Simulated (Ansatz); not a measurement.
`C=C([SiH3])[TeH]` + CH₄ → `C=C(C)[TeH]` + SiH₄  (formal exchange of groups at a C–Si bond)

Gas-phase electronic energies from Ansatz, PBE0-D4/def2-TZVP geometries. CBS: MP2 limit from def2 TZ/QZ plus the TZ coupled-cluster correction, frozen cores. This one scheme is used for every species. Functionals use def2-TZVPP. B3LYP here is the variant with VWN-RPA as its local correlation; programs differ in this. def2 core potentials past Kr. For Te outer-core shells are correlated without core-valence functions, which leaves a few kJ/mol of doubt a bond.

| level | ΔE (kcal/mol) | difference from CCSD(T)/CBS |
| --- | --- | --- |
| PBE-D4 | 9.8 | -0.3 |
| B3LYP-D4 | 10.0 | -0.1 |
| ωB97X-V | 8.9 | -1.2 |
| ωB97M-V | 9.6 | -0.5 |
| B2PLYP | 9.5 | -0.6 |
| PBE | 9.3 | -0.8 |
| PBE0 | 9.1 | -1.0 |
| B3LYP | 9.0 | -1.1 |
| MP2/def2-TZVPP | 10.0 | -0.1 |
| SCS-MP2/def2-TZVPP | 9.4 | -0.7 |
| CCSD(T)/def2-TZVPP | 9.4 | -0.7 |
| MP2/def2-QZVPP | 10.4 | 0.3 |
| SCS-MP2/def2-QZVPP | 9.8 | -0.3 |
| HF/CBS(def2) | 8.2 | -1.9 |
| MP2/CBS(def2) | 10.7 | 0.6 |
| CCSD/CBS(def2) | 9.8 | -0.3 |
| CCSD(T)/CBS | 10.1 | 0 |

Largest T1 diagnostic among the species: 0.012.

The D4 term adds +1.0 kcal/mol with B3LYP and +0.5 kcal/mol with PBE0; it sums over pairs of atoms, weighted by their polarisabilities, and B3LYP, whose exchange is more repulsive, gets the larger term. In def2-TZVPP, CCSD(T) changes the Hartree–Fock value by +1.2 kcal/mol (the triples alone add +0.3 kcal/mol) and MP2 by +1.8 kcal/mol.

CCSD(T)/CBS has its own doubt, a few kJ/mol and more with outer-core shells, so smaller differences from it don't rank the levels.
